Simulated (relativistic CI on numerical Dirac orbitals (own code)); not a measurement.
# What each ingredient does to the levels of Zn XXVII

Base calculation: Dirac-Coulomb-Breit CI, separate exchange-only KLI orbitals for each configuration, model QED (radiative potential, 1s self-energy scaled to tabulated hydrogen-like ionisation energies), unscaled Slater integrals.

Configuration list (outside the closed core 1s2): 2s², 2s2p, 2p², 2p3s, 2p3p, 2s3s, 2s3p, 2s3d, 2s4s, 2s4p, 2s4d, 2s4f, 2s5s, 2s5p, 3s², 2s5d, 2s5f, 2s5g, 3s3p, 3p². Levels of other configurations are missing.

Variants: (1) valence Slater integrals scaled by 0.9; (2) QED terms removed. Shifts of the energy above 2s² ¹S0, in eV, for the lowest level and the first level of each name with at least 55 % of one term (blank where a level changes its place among those of its configuration and J or its character, or is not in the variant):

```tsv
Level	Base	Δ(1)	Δ(2)
2s² ¹S0	0.00	0.00	0.00
2s2p ³P°0	50.91	-0.22	+0.76
2s2p ³P°1	57.16	-0.47	+0.75
2s2p ³P°2	79.47	-0.21	+0.69
2s2p ¹P°1	120.00	-4.65	+0.71
2p² ³P0	142.40	-1.27	+1.56
2p² ³P1	161.06	-0.59	+1.52
2p² ³P2	168.78	-1.20	+1.51
2p² ¹D2	196.65	-1.48	+1.46
2p² ¹S0	227.83	-5.25	+1.42
2s3s ³S1	1508.78	-0.81	+0.51
2s3s ¹S0	1518.93	-1.73	+0.52
2s3p ³P°0	1533.94	-1.24	+0.73
2s3p ³P°1	1534.14	-1.20	+0.74
```

At this charge energies of transitions that change n are usually good to better than 1 %, and those within a shell (Δn = 0) to a few per cent.

Ionisation energy from the two ground configurations alone: base 2662.57 eV; QED terms removed 2663.35 eV. The NIST ASD value (semi-empirical) is 2669.9 eV.

LS names give the leading component of a level, which can be under half, so a name can repeat, a term be missing and a line seem to break the LS rules.
